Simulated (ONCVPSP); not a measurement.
**Plane-wave convergence, ONCV potential for thallium (Tl)**

```
Element                 : thallium (Tl)
Generator               : ONCVPSP 4.0.1
Type                    : optimised norm-conserving Vanderbilt (ONCV)
Functional              : PBE
Relativity              : non-relativistic
Frozen core             : [Xe] 4f14
Valence charge          : 13
Reference configuration : 5d10 6s1.75 6p1.25
Partial waves           : 6s: rc 2.20 bohr, ncon 3, nbas 6, qcut 2.8 1/bohr, 2 projectors, debl 2 Ha; 6p: rc 2.95 bohr, ncon 4, nbas 8, qcut 2.9 1/bohr, 1 projector; 5d: rc 1.25 bohr, ncon 5, nbas 8, qcut 8.8 1/bohr, 2 projectors, debl 2.4 Ha
Local potential         : polynomial inside 1.10 bohr (lpopt 5, dvloc0 2 Ha)
Core correction         : polynomial model core, fcfact 0.5
```

Question: For each optimised wave give the share of its norm inside rc, the residual kinetic energy above qcut (Ha) and the cutoffs (Ha) for errors of 10, 1, 0.1 and 0.01 mHa per electron.

Answer:

| wave | norm inside rc | residual KE | 10 mHa | 1 mHa | 0.1 mHa | 0.01 mHa |
| --- | --- | --- | --- | --- | --- | --- |
| 6s | 0.291 | 1.7e-03 | 2.8 | 4.4 | 15.7 | 25.6 |
| s projector 2 | 0.121 | 3.4e-02 | 4.8 | 9.9 | 20.9 | 50.1 |
| 6p | 0.323 | 2.0e-04 | 0.8 | 3.0 | 6.4 | 21.3 |
| 5d | 0.482 | 4.1e-04 | 17.9 | 30.4 | 82.7 | 135.6 |
| d projector 2 | 0.140 | 4.1e-04 | 18.2 | 23.6 | 153.9 | 188.2 |

The occupied waves need 30 Ha and 83 Ha for 1 and 0.1 mHa. Note: ghosts flagged at negative energy: s at -226.0 eV, p at -121.3 eV; GHOST(+) flagged for s at 81.5 eV. A true bound ghost makes a file unfit for plane-wave use. 1 of 4 tests not solved or not reliable.
